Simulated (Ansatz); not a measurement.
Ansatz (a quantum-chemistry and plane-wave program) input for Si(GeH3)(OH)3 (GeH₆O₃Si), SMILES O[Si](O)(O)[GeH3], PBE0-D3(BJ)/def2-SVP. 

Ansatz 0.2 input:
```yaml
crystal:
  periodic: [false, false, false]
  atoms:
    - {symbol: O, position_ang: [-1.33334585, 0.90844062, 1.50440208]}
    - {symbol: Si, position_ang: [-0.89190607, 0.11170309, 0.10109320]}
    - {symbol: O, position_ang: [-1.36982309, 1.04946768, -1.19502605]}
    - {symbol: O, position_ang: [-1.66254843, -1.37968759, 0.20914803]}
    - {symbol: Ge, position_ang: [1.45604652, -0.16212580, -0.17291349]}
    - {symbol: H, position_ang: [-1.52196132, 0.31407243, 2.25198142]}
    - {symbol: H, position_ang: [-2.25970170, 1.43741625, -1.09983041]}
    - {symbol: H, position_ang: [-1.42440385, -2.01593998, -0.48778528]}
    - {symbol: H, position_ang: [2.04788292, -0.94388969, 1.03224878]}
    - {symbol: H, position_ang: [2.19938292, 1.19389649, -0.27646286]}
    - {symbol: H, position_ang: [1.77773663, -0.98713868, -1.45041736]}
basis:
  gaussian:
    orbitals: def2-SVP
hamiltonian:
  xc: pbe0
  dispersion: d3bj
relax: {f_tol: 0.002, max_steps: 200}
```

It prints:

```
WARN ansatz: RAYON_NUM_THREADS=1 ignored (pool sized by the plan → 1); use --threads N
Functional definition: PBE0
integrals: 0.08 GiB planned
1256 factors; integrals over basis functions are off by at most 3.2e-4 eV
mean field: 0.68 GiB planned
mean field evaluation 1: about -70597.6480 eV, gradient 7.5e1 eV
mean field evaluation 2: about -70585.7578 eV, gradient 1.1e2 eV
mean field evaluation 4: about -70606.9485 eV, gradient 2.2e0 eV
mean field evaluation 8: about -70606.9582 eV, gradient 4.0e-2 eV
mean field -70606.95821738 eV, -2594.7578553733 hartree, gradient 4.1e-5 eV, S^2 0.000000; 0 other end points of the search recorded, 0 dependent functions left out
the calculation of the forces begins
reference -70606.95824554 eV, -2594.7578564084 hartree; 38, 38 occupied and 84, 84 virtual orbitals, 1256 factors
relax step   1: F+E_penalty+E_count = -70607.16394351 eV  Δ(F+E_penalty+E_count) = +0.000e0 eV  max|allowed force component| = 6.116e-1 eV/Å  Δτ_max = 0.0000 Å  (25 SCF iters, accepted)
these checks for a lower state are left out or cut short: starts, cluster_reference, orbital_swaps, neighbouring_geometries, increment
integrals: 0.08 GiB planned
1256 factors; integrals over basis functions are off by at most 3.1e-4 eV
mean field: 0.68 GiB planned
mean field evaluation 16: about -70606.9735 eV, gradient 1.7e0 eV
mean field -70606.98009997 eV, -2594.7586595439 hartree, gradient 1.8e-5 eV, S^2 0.000000; 0 other end points of the search recorded, 0 dependent functions left out
the calculation of the forces begins
reference -70606.98012806 eV, -2594.7586605761 hartree; 38, 38 occupied and 84, 84 virtual orbitals, 1256 factors
relax step   2: F+E_penalty+E_count = -70607.18698162 eV  Δ(F+E_penalty+E_count) = -2.304e-2 eV  max|allowed force component| = 2.714e-1 eV/Å  Δτ_max = 0.0240 Å  (25 SCF iters, accepted)
these checks for a lower state are left out or cut short: starts, cluster_reference, orbital_swaps, neighbouring_geometries, increment
integrals: 0.08 GiB planned
1256 factors; integrals over basis functions are off by at most 3.2e-4 eV
mean field: 0.68 GiB planned
mean field -70606.98409769 eV, -2594.7588064573 hartree, gradient 2.0e-5 eV, S^2 0.000000; 0 other end points of the search recorded, 0 dependent functions left out
the calculation of the forces begins
reference -70606.98412580 eV, -2594.7588074904 hartree; 38, 38 occupied and 84, 84 virtual orbitals, 1256 factors
relax step   3: F+E_penalty+E_count = -70607.19121847 eV  Δ(F+E_penalty+E_count) = -4.237e-3 eV  max|allowed force component| = 8.224e-2 eV/Å  Δτ_max = 0.0255 Å  (25 SCF iters, accepted)
these checks for a lower state are left out or cut short: starts, cluster_reference, orbital_swaps, neighbouring_geometries, increment
integrals: 0.08 GiB planned
1256 factors; integrals over basis functions are off by at most 3.1e-4 eV
mean field: 0.68 GiB planned
mean field evaluation 32: about -70606.9821 eV, gradient 1.8e-5 eV
mean field -70606.98214224 eV, -2594.7587345961 hartree, gradient 1.8e-5 eV, S^2 0.000000; 0 other end points of the search recorded, 0 dependent functions left out
the calculation of the forces begins
reference -70606.98217054 eV, -2594.7587356359 hartree; 38, 38 occupied and 84, 84 virtual orbitals, 1256 factors
relax step   4: F+E_penalty+E_count = -70607.18851033 eV  Δ(F+E_penalty+E_count) = +2.708e-3 eV  max|allowed force component| = 2.962e-1 eV/Å  Δτ_max = 0.1082 Å  (27 SCF iters, rejected (line search))
these checks for a lower state are left out or cut short: starts, cluster_reference, orbital_swaps, neighbouring_geometries, increment
integrals: 0.08 GiB planned
1256 factors; integrals over basis functions are off by at most 3.1e-4 eV
mean field: 0.69 GiB planned
mean field -70606.98700180 eV, -2594.7589131813 hartree, gradient 3.1e-5 eV, S^2 0.000000; 0 other end points of the search recorded, 0 dependent functions left out
the calculation of the forces begins
reference -70606.98703002 eV, -2594.7589142184 hartree; 38, 38 occupied and 84, 84 virtual orbitals, 1256 factors
relax step   5: F+E_penalty+E_count = -70607.19372688 eV  Δ(F+E_penalty+E_count) = -2.508e-3 eV  max|allowed force component| = 3.385e-2 eV/Å  Δτ_max = 0.0504 Å  (23 SCF iters, accepted)
these checks for a lower state are left out or cut short: starts, cluster_reference, orbital_swaps, neighbouring_geometries, increment
integrals: 0.08 GiB planned
1256 factors; integrals over basis functions are off by at most 3.1e-4 eV
mean field: 0.69 GiB planned
mean field -70606.98715658 eV, -2594.7589188695 hartree, gradient 2.3e-5 eV, S^2 0.000000; 0 other end points of the search recorded, 0 dependent functions left out
the calculation of the forces begins
reference -70606.98718485 eV, -2594.7589199084 hartree; 38, 38 occupied and 84, 84 virtual orbitals, 1256 factors
relax step   6: F+E_penalty+E_count = -70607.19381381 eV  Δ(F+E_penalty+E_count) = -8.693e-5 eV  max|allowed force component| = 3.946e-2 eV/Å  Δτ_max = 0.0248 Å  (24 SCF iters, accepted)
these checks for a lower state are left out or cut short: starts, cluster_reference, orbital_swaps, neighbouring_geometries, increment
integrals: 0.08 GiB planned
1256 factors; integrals over basis functions are off by at most 3.1e-4 eV
mean field: 0.69 GiB planned
mean field -70606.98716748 eV, -2594.7589192700 hartree, gradient 2.2e-5 eV, S^2 0.000000; 0 other end points of the search recorded, 0 dependent functions left out
the calculation of the forces begins
reference -70606.98719570 eV, -2594.7589203072 hartree; 38, 38 occupied and 84, 84 virtual orbitals, 1256 factors
relax step   7: F+E_penalty+E_count = -70607.19394180 eV  Δ(F+E_penalty+E_count) = -1.280e-4 eV  max|allowed force component| = 4.140e-2 eV/Å  Δτ_max = 0.0188 Å  (24 SCF iters, accepted)
these checks for a lower state are left out or cut short: starts, cluster_reference, orbital_swaps, neighbouring_geometries, increment
integrals: 0.08 GiB planned
1256 factors; integrals over basis functions are off by at most 3.1e-4 eV
mean field: 0.68 GiB planned
mean field -70606.98727883 eV, -2594.7589233620 hartree, gradient 2.0e-5 eV, S^2 0.000000; 0 other end points of the search recorded, 0 dependent functions left out
the calculation of the forces begins
reference -70606.98730707 eV, -2594.7589243997 hartree; 38, 38 occupied and 84, 84 virtual orbitals, 1256 factors
relax step   8: F+E_penalty+E_count = -70607.19400077 eV  Δ(F+E_penalty+E_count) = -5.897e-5 eV  max|allowed force component| = 1.502e-2 eV/Å  Δτ_max = 0.0066 Å  (25 SCF iters, accepted)
these checks for a lower state are left out or cut short: starts, cluster_reference, orbital_swaps, neighbouring_geometries, increment
integrals: 0.08 GiB planned
1256 factors; integrals over basis functions are off by at most 3.1e-4 eV
mean field: 0.69 GiB planned
mean field -70606.98737640 eV, -2594.7589269476 hartree, gradient 2.0e-5 eV, S^2 0.000000; 0 other end points of the search recorded, 0 dependent functions left out
the calculation of the forces begins
reference -70606.98740465 eV, -2594.7589279858 hartree; 38, 38 occupied and 84, 84 virtual orbitals, 1256 factors
relax step   9: F+E_penalty+E_count = -70607.19409508 eV  Δ(F+E_penalty+E_count) = -9.430e-5 eV  max|allowed force component| = 1.282e-2 eV/Å  Δτ_max = 0.0099 Å  (24 SCF iters, accepted)
these checks for a lower state are left out or cut short: starts, cluster_reference, orbital_swaps, neighbouring_geometries, increment
integrals: 0.08 GiB planned
1256 factors; integrals over basis functions are off by at most 3.1e-4 eV
mean field: 0.68 GiB planned
mean field -70606.98738759 eV, -2594.7589273591 hartree, gradient 2.0e-5 eV, S^2 0.000000; 0 other end points of the search recorded, 0 dependent functions left out
the calculation of the forces begins
reference -70606.98741584 eV, -2594.7589283970 hartree; 38, 38 occupied and 84, 84 virtual orbitals, 1256 factors
relax step  10: F+E_penalty+E_count = -70607.19410855 eV  Δ(F+E_penalty+E_count) = -1.347e-5 eV  max|allowed force component| = 1.427e-2 eV/Å  Δτ_max = 0.0096 Å  (25 SCF iters, accepted)
these checks for a lower state are left out or cut short: starts, cluster_reference, orbital_swaps, neighbouring_geometries, increment
integrals: 0.08 GiB planned
1256 factors; integrals over basis functions are off by at most 3.1e-4 eV
mean field: 0.68 GiB planned
mean field evaluation 64: about -70606.9873 eV, gradient 1.7e-1 eV
mean field -70606.98738238 eV, -2594.7589271676 hartree, gradient 7.7e-5 eV, S^2 0.000000; 0 other end points of the search recorded, 0 dependent functions left out
the calculation of the forces begins
reference -70606.98741063 eV, -2594.7589282055 hartree; 38, 38 occupied and 84, 84 virtual orbitals, 1256 factors
relax step  11: F+E_penalty+E_count = -70607.19411424 eV  Δ(F+E_penalty+E_count) = -5.691e-6 eV  max|allowed force component| = 4.693e-3 eV/Å  Δτ_max = 0.0026 Å  (19 SCF iters, accepted)
these checks for a lower state are left out or cut short: starts, cluster_reference, orbital_swaps, neighbouring_geometries, increment
integrals: 0.08 GiB planned
1256 factors; integrals over basis functions are off by at most 3.1e-4 eV
mean field: 0.68 GiB planned
mean field -70606.98738840 eV, -2594.7589273887 hartree, gradient 1.2e-5 eV, S^2 0.000000; 0 other end points of the search recorded, 0 dependent functions left out
the calculation of the forces begins
reference -70606.98741664 eV, -2594.7589284266 hartree; 38, 38 occupied and 84, 84 virtual orbitals, 1256 factors
relax step  12: F+E_penalty+E_count = -70607.19411636 eV  Δ(F+E_penalty+E_count) = -2.123e-6 eV  max|allowed force component| = 5.786e-4 eV/Å  Δτ_max = 0.0007 Å  (18 SCF iters, accepted)
integrals: 0.08 GiB planned
1256 factors; integrals over basis functions are off by at most 3.1e-4 eV
mean field: 0.68 GiB planned
mean field -70606.98738840 eV, -2594.7589273887 hartree, gradient 1.2e-5 eV, S^2 0.000000; 1 other end points of the search recorded, 0 dependent functions left out
the calculation of the forces begins
reference -70606.98741664 eV, -2594.7589284266 hartree; 38, 38 occupied and 84, 84 virtual orbitals, 1256 factors
Total energy: -70607.19414461 eV, -2594.7665255392 hartree
Atom 0 at    -1.308964     0.889622     1.497495 Å, force     0.000314     0.000011    -0.000114 eV/Å
Atom 1 at    -0.879434     0.106964     0.103172 Å, force    -0.000540     0.000204    -0.000227 eV/Å
Atom 2 at    -1.370197     1.026764    -1.179367 Å, force    -0.000098    -0.000060    -0.000055 eV/Å
Atom 3 at    -1.643028    -1.368045     0.206164 Å, force     0.000405     0.000142    -0.000149 eV/Å
Atom 4 at     1.456342    -0.160147    -0.170230 Å, force     0.000579    -0.000064     0.000084 eV/Å
Atom 5 at    -1.538175     0.319749     2.237973 Å, force    -0.000099    -0.000060     0.000288 eV/Å
Atom 6 at    -2.240736     1.431887    -1.097057 Å, force     0.000105     0.000006     0.000046 eV/Å
Atom 7 at    -1.456923    -2.003883    -0.490854 Å, force    -0.000129    -0.000192    -0.000053 eV/Å
Atom 8 at     2.048292    -0.931140     1.026704 Å, force    -0.000053     0.000151    -0.000126 eV/Å
Atom 9 at     2.180669     1.192431    -0.277506 Å, force    -0.000228    -0.000244     0.000039 eV/Å
Atom 10 at     1.769513    -0.977986    -1.440057 Å, force    -0.000256     0.000105     0.000267 eV/Å
Dipole moment:    -0.266719    -0.249302     0.030162 e Å
```

The calculation finished and met its thresholds.
